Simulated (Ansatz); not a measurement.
Total energies of `[BH]1O[CH2][AlH]1`.

| atom | x (Å) | y (Å) | z (Å) |
| --- | --- | --- | --- |
| B1 | 1.2406 | 0.6710 | 0.3484 |
| O2 | 0.9907 | -0.2485 | -0.6130 |
| C3 | -0.4118 | -0.6904 | -0.6464 |
| Al4 | -0.8128 | 0.5376 | 0.8814 |
| H5 | 2.3511 | 1.1014 | 0.4660 |
| H6 | -0.4259 | -1.7748 | -0.5074 |
| H7 | -0.8058 | -0.4829 | -1.6450 |
| H8 | -2.1261 | 0.8866 | 1.7161 |

Charge 0, multiplicity 1. The structure was optimised at the PBE0-D4/def2-TZVP level. Basis def2-TZVPP, Ansatz 0.2.0.

RPA on PBE orbitals: Hartree–Fock energy of these orbitals -381.64115 Eh, correlation -0.97036 Eh (frozen core).

```
             functional  energy without D4 (Eh)  D4 term (kJ/mol)
            LDA (SPW92)              -380.79118                 –
                    PBE              -382.72904             -13.2
                 revPBE              -382.94770             -41.0
                   BLYP              -383.00395             -29.4
                 B97M-V              -382.97461                 –
                  B3LYP              -383.07472             -21.5
                r2SCANh              -382.92427              -3.2
                r2SCAN0              -382.91118              -3.6
HSE06 (plane-wave form)              -382.74760             -10.2
              CAM-B3LYP              -382.98385             -11.1
                ωB97X-V              -382.96087                 –
                ωB97M-V              -382.97059                 –
                 B2PLYP              -382.81444                 –
               PBE-QIDH              -382.64913                 –
```

Task: Give the same for r2SCAN, PBE0, BHLYP, LC-ωPBE. (Best estimate.)

Result: Computed: 
```csv
functional,energy without D4 (Eh),D4 term (kJ/mol)
r2SCAN,-382.93361,-3.0
PBE0,-382.76124,-11.0
BHLYP,-382.96905,-16.8
LC-ωPBE,-382.86357,–
```

B3LYP takes the VWN-RPA correlation (the form of Gaussian; ORCA's B3LYP/G). HSE06 is the plane-wave form, built on full-range PBE exchange. The double hybrids freeze the cores in their second-order part.

LC-ωPBE has ω = 0.4 bohr⁻¹.
